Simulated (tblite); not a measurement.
Isomers of [C6H7NO2P]- (charge -1). All values are computed: GFN2-xTB (tblite) harmonic vibrations without scaling, gas phase. Errors from tens to a few hundred cm⁻¹ against measured bands are possible. One conformer each.

Electronic energies: GFN2-xTB at the same geometries; isomer energies are rough at this level and their order can be wrong.

```csv
SMILES,"electronic energy, lowest = 0 (kcal/mol)"
C[P@@](=O)([O-])c1cccnc1,0.6
C[P@](=O)([O-])c1ccccn1,3.5
C[P@](=O)([O-])c1ccncc1,0.0
```

**Question.** How do GFN2-xTB zero-point energies change the relative energies?

**Answer.** 
| SMILES | ZPE (kcal/mol) | of it from modes above 1550 cm⁻¹ | electronic (kcal/mol) | with ZPE, lowest = 0 (kcal/mol) | lowest mode (cm⁻¹) | rings |
| --- | --- | --- | --- | --- | --- | --- |
| C[P@](=O)([O-])c1ccncc1 | 75.4 | 34.8 | 0.0 | 0.0 | 10 | 1 |
| C[P@@](=O)([O-])c1cccnc1 | 75.4 | 34.8 | 0.6 | 0.7 | 21 | 1 |
| C[P@](=O)([O-])c1ccccn1 | 75.3 | 34.7 | 3.5 | 3.4 | 32 | 1 |

The zero-point energies span 0.1 kcal/mol, from `C[P@](=O)([O-])c1ccccn1` to `C[P@@](=O)([O-])c1cccnc1`. The order is unchanged.
